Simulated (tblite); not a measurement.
Compound: C₆H₆F₄.
InChI=1S/C6H6F4/c7-5-1-4(2-5,3-5)6(8,9)10/h1-3H2/t4-,5+

All values are computed: GFN2-xTB (tblite) harmonic vibrations without scaling, gas phase. The method is semi-empirical: single wavenumbers can be off by several per cent or more.

Harmonic wavenumbers (cm⁻¹): 32.2, 118.9, 119.1, 311.5, 311.7, 332.3, 407.8, 408.0, 509.5, 509.7, 571.3, 571.7, 636.7, 689.0, 876.9, 876.9, 941.4, 951.1, 973.8, 1029.6, 1055.8, 1056.0, 1067.0, 1067.1, 1115.7, 1115.8, 1149.3, 1151.1, 1151.2, 1188.9, 1189.1, 1301.4, 1369.9, 1479.9, 1480.0, 1527.6, 3027.9, 3030.7, 3031.0, 3031.5, 3036.5, 3036.6.

A = 2994, B = 831.3, C = 831.2 MHz; mass 154.041 u (most abundant isotopes); point group C3v, symmetry number 3.

Q: What is the zero-point energy?

A: ½Σν̃ = 24420 cm⁻¹ = 69.82 kcal/mol.

Q: Entropy at 400 K, 1 bar (ideal gas, RRHO, classical rotation)?

A: Translation 42.49, rotation 28.12, vibration 31.31: S = 101.9 cal/(mol K).

Q: And Cp and H(400 K) − H(0)?

A: Cp = 44.05 cal/(mol K), of which vibrations give 36.10 (their classical limit is 42 R = 83.5); H(400 K) − H(0) = 9.94 kcal/mol without the zero-point energy, 6.76 from vibrations.

Q: How do the functions run with temperature in this model?

A: 
| T (K) | S (cal/(mol K)) | Cp (cal/(mol K)) | H − H(0) (kcal/mol) | G − H(0) (kcal/mol) | ln q(vib) |
| --- | --- | --- | --- | --- | --- |
| 100 | 65.9 | 15.0 | 1.14 | -5.45 | 1.43 |
| 200 | 79.0 | 24.1 | 3.08 | -12.71 | 3.23 |
| 300 | 90.7 | 34.4 | 6.00 | -21.20 | 5.18 |
| 500 | 112.6 | 52.0 | 14.75 | -41.57 | 9.41 |
| 800 | 140.7 | 67.0 | 32.86 | -79.73 | 15.84 |
| 1000 | 156.4 | 72.8 | 46.88 | -109.47 | 19.89 |

q(vib) and H(0) count from the zero-point level.

Q: What must be added to the electronic energy to get the Gibbs energy at 400 K and 1 bar?

A: ZPE + [H(400 K) − H(0)] − T·S = 69.82 + 9.94 − 40.77 = 38.99 kcal/mol.

Hindered rotation and anharmonicity are outside this model.

Time: 0.59 s of wall time. Hardware: Intel Xeon at 2.70 GHz, one thread, shared host with 64 logical CPUs at a one-minute load of 61. The figure is for the frequency step alone.

The values belong to the conformer `[F:1][C:2]([F:3])([F:4])[C@:5]12[CH2:6][C@:7]([F:8])([CH2:9]1)[CH2:10]2`: F1–C2–C5–C6 -60°.
